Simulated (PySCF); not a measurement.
These are B3LYP-D3(BJ)/def2-TZVP // PBE-D3(BJ)/def2-SVP in PySCF 2.14.0 values and carry that method's errors. Isolated molecules, 0 K electronic values unless said otherwise. B3LYP has the VWN-RPA correlation part, as in Gaussian. 

Reference species: [Zn(NH3)4]2+ (charge +2, multiplicity 1).

```yaml
charge on the central atom (Mulliken): 0.66 e
mean_distance_from_the_central_atom_to_its_bonded_neighbours: 2.076 Å
coordination_number: 4
```

Changed species: [Pd(NH3)4]2+ (M = Pd, multiplicity 1; the reference has M = Zn, multiplicity 1).

Task: What does the change do to the charge on the central atom (Mulliken), mean distance from the central atom to its bonded neighbours and coordination number?

Result: the charge on the central atom (Mulliken) falls by 0.05 e, to 0.61 e; the mean distance from the central atom to its bonded neighbours rises by 0.012 Å, to 2.088 Å; the coordination number stays essentially unchanged.
